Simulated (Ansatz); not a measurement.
H4HfSe4 (`[SeH][Hf]([SeH])([SeH])[SeH]`). The species carries charge 0 and has multiplicity 1. Hf: def2 effective core potential.

| atom | x (Å) | y (Å) | z (Å) |
| --- | --- | --- | --- |
| Se1 | 1.617 | 0.185 | -1.966 |
| Hf2 | 0.000 | 0.000 | 0.000 |
| Se3 | -1.683 | -1.878 | -0.393 |
| Se4 | 1.329 | -0.512 | 2.118 |
| Se5 | -1.263 | 2.205 | 0.241 |
| H6 | 0.413 | 0.106 | -2.817 |
| H7 | -0.514 | -2.690 | -0.786 |
| H8 | 1.779 | 0.893 | 2.040 |
| H9 | -1.678 | 1.692 | 1.563 |

**Question.** What are the harmonic wavenumbers in cm⁻¹ at PBE0-D4/def2-TZVP (Ansatz, finite differences of forces, unscaled)? (An estimate is asked.)

**Answer.** Ansatz gave: 47, 47, 47, 55, 64, 138, 138, 195, 208, 211, 239, 239, 250, 404, 404, 410, 419, 2396, 2396, 2397, 2397.

**Question.** Is this a minimum?

**Answer.** Yes, all 21 modes are real.

**Question.** Give the ideal-gas thermochemistry at 298.15 K and 1 bar (rigid rotor, harmonic oscillator; point group S4, symmetry number 2).

**Answer.** Zero-point energy 78.4 kJ/mol; H(298) − E = 114.1 kJ/mol; entropy 506.8 J/(mol·K), of which translation 186.3, rotation 133.1, vibration 187.4; G(298) − E = -37.0 kJ/mol. Modes under 100 cm⁻¹ are hindered rotations or soft bends, so the harmonic entropy is rough.

**Question.** And at 400, 500, 600, 800 and 1000 K?

**Answer.** 
| T (K) | H − E (kJ/mol) | S (J/mol/K) | G − E (kJ/mol) |
| --- | --- | --- | --- |
| 400 | 130.8 | 554.8 | -91.2 |
| 500 | 147.6 | 592.5 | -148.6 |
| 600 | 164.9 | 623.9 | -209.4 |
| 800 | 200.4 | 674.9 | -339.5 |
| 1000 | 237.2 | 715.9 | -478.8 |
